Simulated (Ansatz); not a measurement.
CH5ClGeOSi (`[SiH3][C@H]1[O][Ge@@H]1[Cl]`), relaxed with RKS PBE-D4/def2-SVP in Ansatz 0.2.0 from a rough embedded geometry. The force threshold is 0.03 eV/Å; the program also tests the step.

Charge 0, multiplicity 1.

Start:

```xyz
10

Si   -0.053    0.044    1.577
C    -0.678   -0.256   -0.159
O    -0.730    0.889   -0.829
Ge    0.643    0.010   -1.536
Cl    0.183   -0.743   -3.489
H    -1.184    0.378    2.444
H     0.485   -1.272    2.061
H     0.957    1.029    1.580
H    -1.549   -0.940   -0.375
H     1.927    0.862   -1.274
```

| step | energy (eV) | largest force (eV/Å) | largest move (Å) |
| --- | --- | --- | --- |
| 1 | -80045.9095 | 5.484 | 0.000 |
| 2 | -80046.4546 | 1.851 | 0.200 |
| 3 | -80046.5344 | 0.536 | 0.057 |
| 4 | -80046.5451 | 0.459 | 0.112 |
| 5 | -80046.5586 | 0.173 | 0.053 |
| 6 (rejected) | -80046.5542 | 0.429 | 0.054 |
| 7 | -80046.5611 | 0.040 | 0.027 |
| 8 (rejected) | -80046.5607 | 0.090 | 0.034 |
| 9 | -80046.5615 | 0.029 | 0.017 |

End:

```xyz
10

Si   -0.095   -0.034    1.671
C    -0.602   -0.259   -0.143
O    -0.849    0.974   -0.888
Ge    0.618    0.094   -1.587
Cl    0.219   -0.745   -3.541
H    -1.223    0.569    2.464
H     0.275   -1.370    2.254
H     1.091    0.889    1.727
H    -1.319   -1.081   -0.370
H     1.886    0.962   -1.586
```

It took 14 s on 4 threads of an AMD EPYC 7B13 on a shared host, with 0.21 GiB of host memory at the peak.
